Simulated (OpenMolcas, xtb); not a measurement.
A ladder of methods for GeSiH5 (SMILES [SiH2][GeH3])

The species is GeSiH5 (7 atoms), meant as a doublet with charge 0. As SMILES, `[SiH2][GeH3]`. The coordinates come from a PBE0-D4/def2-TZVP relaxation.

```xyz
7

Si   -0.0947   -1.4236   -0.1634
Ge    0.2887    0.9147   -0.0977
H     0.1732   -2.1034    1.1339
H    -1.4564   -1.7847   -0.6454
H     0.0371    1.5171   -1.4890
H    -0.6338    1.6229    0.9132
H     1.7469    1.1891    0.3027
```

Each level gives the electronic atomisation energy (eV). The values are calculated. Electronic energies at fixed atoms, without zero-point motion or spin-orbit coupling.

| level | kind | program | value (eV) | CPU time (all runs) |
| --- | --- | --- | --- | --- |
| GFN0-xTB | semi-empirical | xtb | 26.94 | under 2 s |
| UHF/aug-cc-pVDZ | Hartree–Fock | OpenMolcas | 13.38 | 25 s |
| USVWN5/aug-cc-pVDZ | LDA | OpenMolcas | 19.69 | 64 s |
| UBLYP/aug-cc-pVDZ | GGA | OpenMolcas | 17.12 | 97 s |
| UM06-L/aug-cc-pVDZ | meta-GGA | OpenMolcas | 18.04 | 2.8 min |
| UTPSS/aug-cc-pVDZ | meta-GGA | OpenMolcas | 18.32 | 2.1 min |
| UBHLYP/aug-cc-pVDZ | global hybrid | OpenMolcas | 17.45 | 100 s |

All-electron rows without a relativistic Hamiltonian named are non-relativistic. The values span 13.38 to 26.94 eV. The xTB rows lack spin polarisation, so open shells miss the exchange term that lowers them. CPU times are rough (shared hosts, several kinds of processor): they show what a rung costs within a factor of a few.
